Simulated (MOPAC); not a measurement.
MOPAC input (PM3):

```
PM3 1SCF GEO-OK AUX(PRECISION=9) THREADS=1
C2H4O

C     1.08331400 1   -0.36964600 1    0.01428200 1
C    -0.11449800 1    0.29184600 1   -0.57145900 1
O    -1.13643200 1    0.27846500 1    0.23147500 1
H     1.39523300 1   -1.17287000 1   -0.65956300 1
H     1.90627700 1    0.35094900 1    0.01626500 1
H     0.93967900 1   -0.77368300 1    1.03389600 1
H    -0.96263400 1   -0.16531700 1    1.10066700 1
```

From the output:

```
                                                       MOPAC v23.2.5 Linux

          FINAL HEAT OF FORMATION =          0.10057 KCAL/MOL =       0.42078 KJ/MOL

          COSMO AREA              =         82.51 SQUARE ANGSTROMS
          COSMO VOLUME            =         64.89 CUBIC ANGSTROMS

          IONIZATION POTENTIAL    =          9.704428 EV
          HOMO LUMO ENERGIES (EV) =         -9.704  0.270
          NO. OF FILLED LEVELS    =          9
          MOLECULAR WEIGHT        =         44.0530         POINT GROUP:  Cs

          MOLECULAR DIMENSIONS (Angstroms)

            Atom       Atom       Distance
            H     7    H     4     3.11016
            C     2    H     6     2.18362
            H     5    H     7     1.67282

          SCF CALCULATIONS        =          1

   ATOM   CHEMICAL          X               Y               Z
  NUMBER   SYMBOL      (ANGSTROMS)     (ANGSTROMS)     (ANGSTROMS)

     1       C          1.08331400  *  -0.36964600  *   0.01428200  *
     2       C         -0.11449800  *   0.29184600  *  -0.57145900  *
     3       O         -1.13643200  *   0.27846500  *   0.23147500  *
     4       H          1.39523300  *  -1.17287000  *  -0.65956300  *
     5       H          1.90627700  *   0.35094900  *   0.01626500  *
     6       H          0.93967900  *  -0.77368300  *   1.03389600  *
     7       H         -0.96263400  *  -0.16531700  *   1.10066700  *

                             CARTESIAN COORDINATES

   1    C        1.083314000    -0.369646000     0.014282000
   2    C       -0.114498000     0.291846000    -0.571459000
   3    O       -1.136432000     0.278465000     0.231475000
   4    H        1.395233000    -1.172870000    -0.659563000
   5    H        1.906277000     0.350949000     0.016265000
   6    H        0.939679000    -0.773683000     1.033896000
   7    H       -0.962634000    -0.165317000     1.100667000

           Empirical Formula: C2 H4 O  =     7 atoms

      MOLECULAR POINT GROUP   :   Cs

                  EIGENVALUES
 -39.46409 -30.64679 -21.51965 -17.55984 -15.61793 -15.40391 -13.50436 -13.21933
  -9.70443   0.26956   2.60903   3.40091   3.65512   3.91224   4.17753   5.87845

              NET ATOMIC CHARGES AND DIPOLE CONTRIBUTIONS

  ATOM NO.   TYPE          CHARGE      No. of ELECS.   s-Pop       p-Pop
    1          C          -0.279770        4.2798     1.17760     3.10216
    2          C           0.053234        3.9468     1.68713     2.25963
    3          O          -0.140525        6.1405     1.79312     4.34741
    4          H           0.087133        0.9129     0.91287
    5          H           0.087133        0.9129     0.91287
    6          H           0.045471        0.9545     0.95453
    7          H           0.147324        0.8527     0.85268
 DIPOLE           X         Y         Z       TOTAL
 POINT-CHG.     0.188    -0.247     0.414     0.517
 HYBRID         0.849    -1.120     1.883     2.350
 SUM            1.037    -1.367     2.297     2.867

          ATOMIC ORBITAL ELECTRON POPULATIONS

     Atom    s        px        py        pz
    1  C   1.17760   1.06937   1.03678   0.99601
    2  C   1.68713   0.74811   0.54106   0.97047
    3  O   1.79312   1.48126   1.61075   1.25540
    4  H   0.91287
    5  H   0.91287
    6  H   0.95453
    7  H   0.85268

 **********************
 *                    *
 * JOB ENDED NORMALLY *
 *                    *
 **********************

 == MOPAC DONE ==
```

The geometry given is a B3LYP-D3(BJ)/def2-TZVP minimum.
